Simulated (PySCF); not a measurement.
# Telling isomers of C₅H₁₃NSi apart by NMR

PySCF 2.14 calculation with geometry from GFN2-xTB and PBE0/pcSseg-1 with gauge-including orbitals; no solvent, no relativistic terms, averaged over atoms made equivalent by symmetry, fast rotation or ring inversion, a single conformation.

Scale: 1H, 13C vs TMS (reference shieldings calculated alike). Where no couplings were computed, multiplicities follow the n + 1 count of equivalent neighbours, and m marks all less simple cases (inequivalent or close neighbours, rings, F or P nearby). Shifts are as computed. Against solution values, carbons near 30 ppm lie about +3 ppm off and those near 130 ppm about +5 ppm. Of 1211 compounds with measured shifts, 218 miss one by over three times the rms of a fit or turn the order of signals round; such compounds aren't used in these exercises. OH and NH positions are gas-phase values without hydrogen bonding to other molecules.

(1) Tabulate the signals of `C=CC[SiH2]N(C)C`, `CC1([SiH2]N)CCC1`, `C/C=C(/[SiH3])N(C)C`, `CN(C)[C@@H]1CC[SiH2]1` and their relative energies.

(2) What is the quickest way to tell CC1([SiH2]N)CCC1 from CN(C)[C@@H]1CC[SiH2]1?

(3) What is the quickest way to tell C=CC[SiH2]N(C)C from CN(C)[C@@H]1CC[SiH2]1?

(4) What is the quickest way to tell C/C=C(/[SiH3])N(C)C from CN(C)[C@@H]1CC[SiH2]1?

Results:

(1) 
| SMILES | carbon types | δC | δH | E rel. (kcal/mol) |
| --- | --- | --- | --- | --- |
| C=CC[SiH2]N(C)C | 1×CH 2×CH2 2×CH3 | 140.8, 120.6, 40.9, 25.1 | 6.06 (m, 1H), 5.40 (m, 1H), 5.23 (m, 1H), 4.61 (t, 2H), 2.53 (s, 6H), 1.98 (m, 2H) | 12.2 |
| CC1([SiH2]N)CCC1 | 1×C 3×CH2 1×CH3 | 31.4, 28.6, 23.4, 16.3 | 4.74 (s, 2H), 2.16 (m, 2H), 1.98 (m, 1H), 1.88 (m, 1H), 1.69 (m, 2H), 1.17 (s, 3H), -0.06 (br s, 2H) | 0.0 |
| C/C=C(/[SiH3])N(C)C | 1×C 1×CH 3×CH3 | 154.5, 143.6, 45.7, 16.6 | 5.91 (q, 1H), 4.16 (s, 3H), 2.50 (s, 6H), 1.97 (d, 3H) | 28.9 |
| CN(C)[C@@H]1CC[SiH2]1 | 1×CH 2×CH2 2×CH3 | 61.2, 45.9, 31.4, 1.6 | 4.72 (m, 1H), 4.64 (m, 1H), 2.53 (m, 1H), 2.32 (m, 1H), 2.17 (m, 1H), 2.04 (s, 6H), 1.21 (m, 1H), 1.15 (m, 1H) | 26.3 |

Energies are electronic energies at PBE0/pcSseg-1 on these geometries, without zero-point or thermal terms, each for the one conformer computed, which needn't be the lowest.

(2) Both give the same number of carbon signals, but DEPT or the intensities differ. The first has a fully substituted sp3 carbon bonded to Si (C) at 23.4 ppm, the second an sp3 CH bonded to N and Si at 61.2 ppm. Their most deshielded carbons lie at 31.4 and 61.2 ppm.

(3) Both give the same number of carbon signals, with the same numbers of each carbon type, so the positions decide. The first has an alkene CH at 140.8 ppm, the second an sp3 CH bonded to N and Si at 61.2 ppm. In the proton spectra the most deshielded non-exchanging signals are 6.06 (m, 1H) and 4.72 (m, 1H).

(4) Both give the same number of carbon signals, but DEPT or the intensities differ. The first has an alkene carbon bearing nitrogen (C) at 154.5 ppm, the second an sp3 CH bonded to N and Si at 61.2 ppm. In the proton spectra the most deshielded non-exchanging signals are 5.91 (q, 1H) and 4.72 (m, 1H).
